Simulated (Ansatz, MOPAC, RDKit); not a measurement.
Noncovalent pair: SiH4 (SMILES [SiH4]) (first 5 atoms) with Si2H6 (SMILES [SiH3][SiH3]); geometry from B3LYP-D3(BJ)/def2-TZVP, rigid monomers moved along the line of their centres of mass till Si1···H11 is 4.29 Å.
(charge 0, multiplicity 1):
| atom | x (Å) | y (Å) | z (Å) |
|---|---|---|---|
| Si | -0.0956 | 0.1107 | -0.1592 |
| H | -0.2077 | -1.1479 | 0.6113 |
| H | -1.4479 | 0.5939 | -0.5160 |
| H | 0.6863 | -0.1350 | -1.3923 |
| H | 0.5919 | 1.1291 | 0.6652 |
| Si | 0.9549 | -0.9409 | 5.0699 |
| Si | -0.7319 | 0.6880 | 5.0480 |
| H | 0.3671 | -2.2901 | 4.8885 |
| H | 1.6641 | -0.9043 | 6.3726 |
| H | 1.9406 | -0.7009 | 3.9901 |
| H | -1.5770 | 0.5627 | 3.8363 |
| H | -0.1390 | 2.0468 | 5.0718 |
| H | -1.6009 | 0.5279 | 6.2398 |

Monomers are frozen at their geometry in the pair; levels with a basis set take the counterpoise correction. RDKit's UFF carries no charges.

Cores are frozen in the correlated methods. The state that AM1 reach isn't checked.

The values were computed with Ansatz (Gaussian orbitals); MOPAC for AM1 (differences of heats of formation); RDKit for the force fields. Each number belongs to the level named beside it.

Problem. One of these levels gives -0.01 kcal/mol for the interaction energy. Name it.
A. AM1
B. UFF
C. CCSD/aug-cc-pV(D+d)Z

Solution. A, AM1. The others give -0.81 (UFF), -0.47 (CCSD/aug-cc-pV(D+d)Z)

Ansatz is a program for electronic structure.
